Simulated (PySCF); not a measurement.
Precursor series W Cl-F. All species are isolated molecules in the gas phase.

The HOMO from two functionals at the same geometries (r2SCAN-D4/def2-SVP), both in PySCF: PBE-D3(BJ)/def2-TZVP and TPSSh-D3(BJ)/def2-TZVP. 

```tsv
species	TPSSh-D3(BJ)/def2-TZVP (eV)
0 of 6 Cl replaced by F ([W(Cl)6])	-8.51
1 of 6 Cl replaced by F ([W(Cl)5(F)])	-8.55
3 of 6 Cl replaced by F ([W(Cl)3(F)3])	-9.12
4 of 6 Cl replaced by F ([W(Cl)2(F)4])	-9.27
5 of 6 Cl replaced by F	-9.83
6 of 6 Cl replaced by F	-11.63
```

What does PBE-D3(BJ)/def2-TZVP give for each?


- 0 of 6 Cl replaced by F ([W(Cl)6]): -7.84
- 1 of 6 Cl replaced by F ([W(Cl)5(F)]): -7.88
- 3 of 6 Cl replaced by F ([W(Cl)3(F)3]): -8.43
- 4 of 6 Cl replaced by F ([W(Cl)2(F)4]): -8.58
- 5 of 6 Cl replaced by F: -9.09
- 6 of 6 Cl replaced by F: -10.65
Over these rows, drawn at random from the members with no instability flagged (it was tested for open shells, ions and some series alone), PBE minus TPSSh-D3(BJ): mean +0.74 eV, from +0.67 eV to +0.98 eV.
